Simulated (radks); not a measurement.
Fractional charge and spin in the 3d shell of zinc: the spin-up occupation runs from 4 to 5 and the spin-down occupation from 4 to 5; the fullest corner is Zn, [Ar] 4s2 3d(up 5, down 5). Calculated with a radial shooting solver on a logarithmic mesh with Libxc functionals: non-relativistic Kohn-Sham, PBE, spin-polarised, spherical densities, point nucleus. Energy (eV) minus the two flat planes that join the four corners (they meet along the diagonal where the two added fractions sum to one electron); zero is where a piecewise linear energy would lie.

\begin{tabular}{lrrr}
down \ up & 4 & 4.5 & 5 \\ \hline
4 & 0.000 & -2.398 & 0.000 \\
4.5 & -2.398 & 0.285 & -1.966 \\
5 & 0.000 & -1.966 & 0.000 \\
\end{tabular}

Corners above the fullest one (they belong to Zn+ and the next ion): (up 5, down 4) 18.106 eV, (up 4, down 5) 18.106 eV, (up 4, down 4) 54.860 eV. With half an added electron in each spin the energy lies 0.285 eV from the planes, and with half an added electron in spin up alone -2.398 eV. The planes are only a guide here: the flat-plane condition holds for ground states with one frontier orbital, while this shell lies below other occupied shells, so the corners above the fullest one are inner-hole states and not the ground states of those ions.
